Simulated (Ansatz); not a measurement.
Consider the substitution at a C–Si bond: `CC([SiH3])CF` + HCl → `CC(Cl)CF` + SiH₄.

Gas-phase electronic energies from Ansatz, PBE0-D4/def2-TZVP geometries. CBS: MP2 limit from def2 TZ/QZ plus the TZ coupled-cluster correction, frozen cores. This one scheme is used for every species. DFT in def2-TZVPP. HSE06 is defined as in plane-wave codes. One conformer a species, not always the lowest.

Problem. Is it downhill or uphill in electronic energy at CCSD(T)/CBS, and by how much? (An estimate is asked.)

Solution. The calculation gave: Uphill: ΔE = +8.7 kcal/mol.

Problem. What do these levels give: PBE-D4, revPBE-D4, B97M-V, PBE0-D4, r2SCAN0-D4, HSE06-D4, PBE, r2SCANh, CAM-B3LYP, LC-ωPBE, HF/def2-TZVPP, SCS-MP2/def2-QZVPP? (An estimate is asked.)

Solution. Computed: PBE-D4 8.4, revPBE-D4 8.5, B97M-V 8.3, PBE0-D4 8.8, r2SCAN0-D4 8.6, HSE06-D4 8.7, PBE 7.5, r2SCANh 8.1, CAM-B3LYP 7.3, LC-ωPBE 9.0, HF/def2-TZVPP 5.7, SCS-MP2/def2-QZVPP 8.0 kcal/mol.

Largest T1 diagnostic among the species: 0.011.

In def2-TZVPP, CCSD(T) changes the Hartree–Fock value by +3.1 kcal/mol (the triples alone add −0.1 kcal/mol) and MP2 by +3.3 kcal/mol. Leaving LDA and LC-ωPBE aside and taking each functional with its dispersion term where it has one, the values, not all of them listed here, spread over 1.3 kcal/mol, from B2PLYP to PBE0-D4. LDA lies +0.9 kcal/mol from PBE without D4. From BLYP to BHLYP (50 % exact exchange), in def2-TZVPP and without D4, ΔE moves by +0.9 kcal/mol.
